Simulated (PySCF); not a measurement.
# Calculated NMR parameters of COc1ccco1

| Quantity | Value |
| --- | --- |
| Formula | C5H6O2 |
| SMILES | COc1ccco1 |
| Point group of the computed structure | Cs |
| Degrees of unsaturation | 3 |
| Carbon signals | 5 |
| Proton signals | 4 |

Bonds (- single, = double, # triple, : aromatic): C1-O2 1.414 Å, O2-C3 1.344 Å, C3:C4 1.364 Å, C4:C5 1.419 Å, C5:C6 1.355 Å, C6:O7 1.359 Å, O7:C3 1.345 Å. C1 carries H8, H9, H10; C4 carries H11; C5 carries H12; C6 carries H13.

Equivalent nuclei averaged, non-relativistic, no solvent, single conformer. Coordinates at the GFN2-xTB level; σ from GIAO-PBE0/pcSseg-1; PySCF 2.14.

Scale: TMS for ¹H (σref 31.72), ¹³C (σref 186.93); ¹⁷O (σref 336.08) vs H2O (reference shieldings calculated alike).

| carbon | δC, type | δH (multiplicity) | HMBC from (2–3 bonds) | span of the C tensor (ppm) |
| --- | --- | --- | --- | --- |
| C1 | 56.1, CH3 | 4.05 (s) | – | 76 |
| C3 | 168.1, C | – | H13, H12, H11, H8/H9/H10 | 114 |
| C4 | 88.2, CH | 5.54 (m) | H13, H12 | 122 |
| C5 | 119.4, CH | 6.60 (m) | H13, H11 | 184 |
| C6 | 135.1, CH | 6.95 (m) | H12, H11 | 127 |

Other nuclei:
```tsv
atoms	nucleus	environment	δ (ppm)	σ (ppm)
O7	¹⁷O	aromatic ring oxygen	277.1	59.0
O2	¹⁷O	ether oxygen	92.4	243.7
```

Carbon types of the structure: 1 × C, 3 × CH, 1 × CH3, which accounts for all hydrogens. δC 168.1: aromatic carbon bearing oxygen; σ withdrawal by the attached heteroatom moves it downfield of the ring CH carbons. δC 135.1: aromatic CH next to the ring oxygen. δC 119.4, 88.2: aromatic CH. δH 6.95: hydrogen on an aromatic CH next to the ring oxygen; ortho or para to a lone-pair donor, hence upfield of benzene. δH 6.60, 5.54: hydrogen on an aromatic CH.

Shifts are as computed. Against solution values, carbons near 30 ppm lie about +3 ppm off and those near 130 ppm about +5 ppm. Of 1211 compounds with measured shifts, 218 miss one by over three times the rms of a fit or turn the order of signals round; such compounds aren't used in these exercises. Unscaled 17O shifts of doubly bonded oxygen tend to come out too high, by tens of ppm or more. Experimental scales use liquid or dissolved standards, which lie at an offset from isolated H2O (liquid H2O: subtract about 36 ppm). Multiplicities follow the n + 1 count of equivalent neighbours, as no J values were calculated; m marks all less simple cases, F and P coupling included.
